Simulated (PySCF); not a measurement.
AlFO. Atoms are numbered in the order given.

```xyz
3

Al     0.0000     0.0000    -0.0650
O      0.0000     0.0000    -1.6623
F      0.0000     0.0000     1.5715
```

Coordinates come from a B3LYP-D3(BJ)/def2-TZVP optimisation.

The numbers are results of TDA-CAM-B3LYP/def2-TZVPD (PySCF), not measurements.

Vertical excitations; the highest root listed may be one member of a degenerate set. Gas-phase values at a fixed geometry. State labels are in the subgroup C2v.

Computed lowest excited states:
```csv
state,symmetry,energy (eV),λ (nm),f,main pairs
S1,B1,3.40,365,0.034,HOMO−1→LUMO (degenerate set)
S2,B2,3.40,365,0.034,HOMO→LUMO (degenerate set)
S3,A1,5.08,244,0.052,HOMO−2→LUMO 77 %
S4,A2,5.98,207,0.000,"HOMO→LUMO+1 47 %, HOMO−1→LUMO+2 47 %"
S5,A2,6.12,203,0.000,"HOMO−1→LUMO+2, HOMO→LUMO+1 (degenerate set)"
S6,A1,6.12,203,0.000,"HOMO→LUMO+2, HOMO−1→LUMO+1 (degenerate set)"
S7,B1,7.49,165,0.056,HOMO−2→LUMO+1 (degenerate set)
S8,B2,7.49,165,0.056,HOMO−2→LUMO+2 (degenerate set)
S9,B1,8.27,150,0.050,"HOMO−1→LUMO+4, HOMO−1→LUMO+3 (degenerate set)"
S10,B2,8.27,150,0.050,"HOMO→LUMO+4, HOMO→LUMO+3 (degenerate set)"
T1,B2,2.83,438,0,HOMO→LUMO (degenerate set)
T2,B1,2.83,438,0,HOMO−1→LUMO (degenerate set)
T3,A1,3.79,327,0,HOMO−2→LUMO 92 %
T4,A1,5.41,229,0,"HOMO→LUMO+2 44 %, HOMO−1→LUMO+1 44 %"
```
Triplets are in the Tamm–Dancoff approximation.
